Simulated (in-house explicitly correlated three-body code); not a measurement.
Computed with an exponentially correlated three-body code. Model: two electrons around a point charge, non-relativistic, variational in 260 exponentially correlated functions (energies converged to about 1e-7 hartree, or 1e-8 relative for large Z).

Command:
```bash
python run_hyl.py task.json out
```
Settings (lengths in bohr, energies in hartree):
```
Z                      10
screening              2.5
interaction_strength   1
functions              260
states_tried           13
```

Run time, properties included: 2.4 min on 1 thread of Arm Neoverse N1, on a shared host.

**Those bound S and P states to n = 4 that converged, binding against the one-electron ion.**

Given: nuclear charge 10; Yukawa screening of all interactions 2.5 1/bohr.

Computed: one-electron threshold -29.0919588 hartree.

```
term  energy (hartree)  binding (eV)
1 1S       -54.2748699        685.26
2 3S       -29.2628975        4.6515
2 1S        -29.191923        2.7202
```

**Converged states only, values per electron or pair (inverse distances are <exp(-kr)/r>).**

```json
{"term": "1 1S", "mean r (bohr)": "0.16414", "mean r squared (bohr²)": "0.036544", "mean inverse r (1/bohr)": "7.249", "mean r12 (bohr)": "0.24216", "mean inverse r12 (1/bohr)": "3.7669", "mean cosine": "-0.012472", "mean p1 dot p2 (bohr⁻²)": "1.049", "delta r1 (bohr⁻³)": "275.32", "delta r12 (bohr⁻³)": "28.963"}
{"term": "2 3S", "mean r (bohr)": "0.80998", "mean r squared (bohr²)": "1.495", "mean inverse r (1/bohr)": "3.8968", "mean r12 (bohr)": "1.4749", "mean inverse r12 (1/bohr)": "0.14017", "mean cosine": "-0.00097417", "mean p1 dot p2 (bohr⁻²)": "0.0074872", "delta r1 (bohr⁻³)": "150.74", "delta r12 (bohr⁻³)": "-"}
{"term": "2 1S", "mean r (bohr)": "0.96113", "mean r squared (bohr²)": "2.2488", "mean inverse r (1/bohr)": "3.8681", "mean r12 (bohr)": "1.7738", "mean inverse r12 (1/bohr)": "0.16328", "mean cosine": "-0.001092", "mean p1 dot p2 (bohr⁻²)": "0.0158", "delta r1 (bohr⁻³)": "149.88", "delta r12 (bohr⁻³)": "0.87215"}
```

**Static dipole response.**

```tsv
state	polarisability (bohr³)
1 1S	0.0013517
```
